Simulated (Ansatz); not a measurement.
`B[SiH2][SiH2][SiH3]` + NH₃ → `B[SiH2]N` + `[SiH3][SiH3]` at 700 K and 1 bar (cleavage of the Si–Si bond).

Gas-phase electronic energies from Ansatz, PBE0-D4/def2-TZVP geometries. CCSD(T)/CBS adds triple-zeta CCSD(T) − MP2 to the extrapolated MP2 energy (def2 sets, frozen cores). This one scheme is used for every species. One conformer a species, not always the lowest.

```csv
species,CCSD(T)/CBS energy (Eh),H − E (kJ/mol),S (J/(mol·K))
`B[SiH2][SiH2][SiH3]`,-897.39286,309.4,553.9
NH₃,-56.50880,116.9,226.5
`B[SiH2]N`,-372.16627,230.4,405.1
`[SiH3][SiH3]`,-581.74359,186.9,363.0
```

H − E and S are ideal-gas, rigid-rotor, harmonic terms from PBE0-D4/def2-TZVP, for one conformer and one mirror image of each species. 1 Eh = 2625.50 kJ/mol, R = 8.31446 J/(mol·K).

**Question.** By hand: ΔE, ΔH, ΔS and ΔG.

**Answer.** ΔE = (-372.16627) + (-581.74359) − (-897.39286) − (-56.50880) = -0.00820 Eh = -21.5 kJ/mol. Δ(H − E) = 230.4 + 186.9 − 309.4 − 116.9 = -9.0, so ΔH = -30.5 kJ/mol. ΔS = 405.1 + 363.0 − 553.9 − 226.5 = -12.3 J/(mol·K). ΔG = -30.5 − 700 × (-12.3)/1000 = -21.9 kJ/mol.

**Question.** By hand: the equilibrium constant, and the temperature at which ΔG would vanish if ΔH and ΔS stayed fixed.

**Answer.** log₁₀ K = −ΔG/(RT ln 10) = 1.6. ΔG = 0 at ΔH/ΔS = 2480 K, though so small a ΔS makes that figure unsure.

The number of gas molecules stays the same, so ΔS is small and ΔH decides. A doubt of 5 kJ/mol in ΔE shifts log₁₀ K by 0.4 here. Other conformers and mirror images would add mixing entropy, several J/(mol·K) or more a flexible species. Modes under 60 cm⁻¹, often nearly free rotors, make the harmonic entropy too high. These are equilibria of isolated gas molecules and say nothing of rates. Largest T1 diagnostic: 0.014 (customary marks: 0.02 for closed shells, 0.045 for open ones).
